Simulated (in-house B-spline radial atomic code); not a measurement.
Orbital energies and mean radii along the 26-electron series, configuration 1s2 2s2 2p6 3s2 3p6 3d3/2(4) 3d5/2(4). The effective charge is n√(-2ε), a non-relativistic measure. Computed with an all-electron radial atomic-structure program (B-spline basis): Dirac-Hartree-Fock, jj configuration that fills j = l - 1/2 first, finite nuclei.

| ion | Z | energy of 2p1/2 (Eh) | mean radius of 2p1/2 (bohr) | energy of 2p3/2 (Eh) | mean radius of 2p3/2 (bohr) | energy of 3d5/2 (Eh) | mean radius of 3d5/2 (bohr) | effective charge of 2p1/2 |
| --- | --- | --- | --- | --- | --- | --- | --- | --- |
| Co+ | 27 | -30.706 | 0.2225 | -30.129 | 0.22537 | -0.71116 | 1.109 | 15.673 |
| Ni2+ | 28 | ? | ? | ? | ? | ? | ? | ? |
| Cu3+ | 29 | ? | ? | ? | ? | ? | ? | ? |
| Zn4+ | 30 | -42.302 | 0.19587 | -41.376 | 0.19902 | -3.1698 | 0.76907 | 18.396 |
| Ga5+ | 31 | -46.759 | 0.18828 | -45.688 | 0.19153 | -4.2565 | 0.70602 | 19.341 |
| Ge6+ | 32 | -51.5 | 0.18122 | -50.267 | 0.18457 | -5.4661 | 0.65417 | 20.298 |
| As7+ | 33 | -56.522 | 0.17464 | -55.111 | 0.17808 | -6.7957 | 0.61045 | 21.265 |
| Se8+ | 34 | -61.825 | 0.16848 | -60.216 | 0.17203 | -8.2434 | 0.57288 | 22.24 |
| Br9+ | 35 | -67.407 | 0.16271 | -65.58 | 0.16636 | -9.8077 | 0.54015 | 23.222 |
| Kr10+ | 36 | -73.27 | 0.15729 | -71.202 | 0.16104 | -11.488 | 0.51128 | 24.211 |
| Rb11+ | 37 | ? | ? | ? | ? | ? | ? | ? |
| Sr12+ | 38 | -85.838 | 0.14738 | -83.219 | 0.15133 | -15.192 | 0.46255 | 26.205 |
| Zr14+ | 40 | -99.537 | 0.13854 | -96.26 | 0.1427 | -19.35 | 0.42282 | 28.219 |
| Nb15+ | 41 | -106.81 | 0.13447 | -103.16 | 0.13873 | -21.6 | 0.40554 | 29.232 |
| Mo16+ | 42 | -114.38 | 0.13061 | -110.32 | 0.13497 | -23.961 | 0.38968 | 30.249 |
| Tc17+ | 43 | -122.23 | 0.12694 | -117.74 | 0.13141 | -26.436 | 0.37508 | 31.271 |
| Ru18+ | 44 | -130.38 | 0.12345 | -125.41 | 0.12802 | -29.023 | 0.36157 | 32.296 |
| Rh19+ | 45 | -138.82 | 0.12013 | -133.33 | 0.12479 | -31.721 | 0.34904 | 33.325 |
| Pd20+ | 46 | -147.55 | 0.11695 | -141.51 | 0.12172 | -34.532 | 0.33737 | 34.357 |
| Ag21+ | 47 | -156.58 | 0.11392 | -149.95 | 0.11879 | -37.455 | 0.32649 | 35.393 |
| Cd22+ | 48 | -165.91 | 0.11102 | -158.64 | 0.116 | -40.49 | 0.3163 | 36.432 |
| In23+ | 49 | -175.55 | 0.10825 | -167.59 | 0.11333 | -43.636 | 0.30675 | 37.475 |

Task: Fill in the row of Ni2+.

Result: energy of 2p1/2 (Eh): -34.262; mean radius of 2p1/2 (bohr): 0.2129; energy of 2p3/2 (Eh): -33.582; mean radius of 2p3/2 (bohr): 0.21586; energy of 3d5/2 (Eh): -1.3861; mean radius of 3d5/2 (bohr): 0.95422; effective charge of 2p1/2: 16.556.

Task: Fill in the row of Cu3+.

Result: energy of 2p1/2 (Eh): -38.133; mean radius of 2p1/2 (bohr): 0.20405; energy of 2p3/2 (Eh): -37.337; mean radius of 2p3/2 (bohr): 0.20711; energy of 3d5/2 (Eh): -2.2104; mean radius of 3d5/2 (bohr): 0.8485; effective charge of 2p1/2: 17.466.

Task: Fill in the row of Rb11+.

Result: energy of 2p1/2 (Eh): -79.413; mean radius of 2p1/2 (bohr): 0.15219; energy of 2p3/2 (Eh): -77.082; mean radius of 2p3/2 (bohr): 0.15604; energy of 3d5/2 (Eh): -13.282; mean radius of 3d5/2 (bohr): 0.4856; effective charge of 2p1/2: 25.205.

Task: How does the screening of 2p1/2 change?

Result: Z less the effective charge goes from 11.33 at Z = 27 to 11.52 at Z = 49.
